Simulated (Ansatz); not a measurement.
The same path of BrH + ClH3Si (7 atoms, charge 0, multiplicity 1) was run twice with different band settings. Lost on the way: Si1–H2, Br6–H7. Made: Si1–Br6, H2–H7.

Method: RHF/def2-SVP in Ansatz.

Relaxed end points:

```xyz
7
Properties=species:S:1:pos:R:3
Si -0.299 -0.407 -0.237
H -0.811 -0.541 1.137
Cl 1.783 -0.329 -0.150
H -0.783 0.836 -0.860
H -0.676 -1.577 -1.049
Br 1.364 2.939 2.410
H 1.943 1.924 1.620
```

```xyz
7
Properties=species:S:1:pos:R:3
Si -0.011 0.692 -0.681
H 1.096 -0.814 2.824
Cl 1.767 -0.335 -0.845
H -0.514 0.979 -2.028
H -0.948 -0.113 0.108
Br 0.308 2.625 0.369
H 0.821 -0.188 3.124
```

Common settings: movable images 7; climbing image yes; spring 5.0 eV/Å²; optimiser quadratic models (default); force threshold 0.05 eV/Å; iteration limit 60; end points relaxed.

| run | start path |
| --- | --- |
| 1 | through a guess of the saddle point |
| 2 | straight line |

Q: What does each run give, and how far can it be trusted?

A: Run 1: converged after 15 iterations, highest image 2.576 eV above the first end. Neighbouring images differ by up to 2.0 eV, so the band resolves the path poorly. A vibrational analysis at the climbing image gives one clearly imaginary mode, 861i cm⁻¹: a first-order saddle point.
Run 2: converged after 28 iterations, highest image 2.251 eV above the first end. Beside the main top the profile has a ripple of under 15 meV (maxima at images 2, 5), which may be a very shallow well or noise. Neighbouring images differ by up to 2.1 eV, so the band resolves the path poorly. The order of the stationary point at the top wasn't checked.
The orbitals stay closed-shell, which can raise the energy where a bond breaks towards radicals; this wasn't checked here.
